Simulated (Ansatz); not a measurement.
All numbers were calculated with Ansatz.

A structure relaxed at PBE0-D4/def2-TZVP, charge 0, multiplicity 1:

```xyz
8

C     0.239    0.910    0.991
S     1.452   -0.436    0.940
Sn    0.837   -1.912   -0.870
S    -1.124   -0.636   -1.557
H    -0.763    0.525    1.174
H     0.525    1.568    1.811
H     0.246    1.476    0.060
H    -1.412   -1.497   -2.548
```

(1) Give its formula and SMILES.

(2) Point group (tolerance 0.08 Å, 0.16 Å for H)?

(3) Summarise the bond lengths by kind.

## Answers

(1) CH4S2Sn, `C[S][Sn][SH]`.

(2) Cs.

(3) 1 × C–S 1.812 Å; 3 × C–H 1.090 Å; 2 × S–Sn 2.415 to 2.438 Å; 1 × H–S 1.344 Å.
